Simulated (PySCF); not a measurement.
Input for PySCF:
```python
from pyscf import gto, scf, dft

mol = gto.Mole()
mol.atom = '''
    C     1.469700   -0.568500   -0.393700
    Si    0.046400    0.662200   -0.121000
    C    -1.522800   -0.189500    0.532200
    Cl    0.638400    2.078400    1.212700
    Cl   -1.237900    3.428800   -5.404000
    H     1.196600   -1.332300   -1.115700
    H     2.359600   -0.068300   -0.766900
    H     1.739500   -1.069400    0.531300
    H    -2.327600    0.525200    0.683400
    H    -1.880500   -0.942600   -0.163600
    H    -1.337700   -0.679700    1.483400
'''
mol.basis = 'sto-3g'
mol.charge = 0
mol.spin = 2
mol.verbose = 4
mol.build()

mf = dft.UKS(mol)
mf.xc = 'pbe0'
mf.kernel()
mo_i, mo_e, stable_i, stable_e = mf.stability(internal=True, external=False, return_status=True, nroots=6, tol=1e-6)
print('internally stable:', stable_i, ' externally stable:', stable_e)
if not stable_i:
    umf = mf.copy()
    umf.scf_summary = {}
    umf.kernel(umf.make_rdm1(mo_i, mf.mo_occ))
```

Q: Estimate the nuclear repulsion energy that PBE0/STO-3G (PySCF) returns for this input.

A: 272.3818 Eh

Q: Give the dipole moment at the level PBE0/STO-3G.

A: 2.78 D

Q: What total energy does PBE0/STO-3G give?

A: -1274.8827 Eh

Q: Predict the Mulliken (on the basis functions themselves) charges in atom order from PBE0/STO-3G.

A: C1 -0.40, Si2 0.67, C3 -0.40, Cl4 -0.36, Cl5 0.00, H6 0.08, H7 0.08, H8 0.08, H9 0.08, H10 0.08, H11 0.08

Q: What number of basis functions does PBE0/STO-3G give?

A: 43

Q: What HOMO energy does PBE0/STO-3G give?

A: -3.51 eV

These values belong to the state on which the SCF converged, which isn't shown to be the lowest.

Q: Roughly what does it cost on one core?

A: around 50 core-seconds (rough).
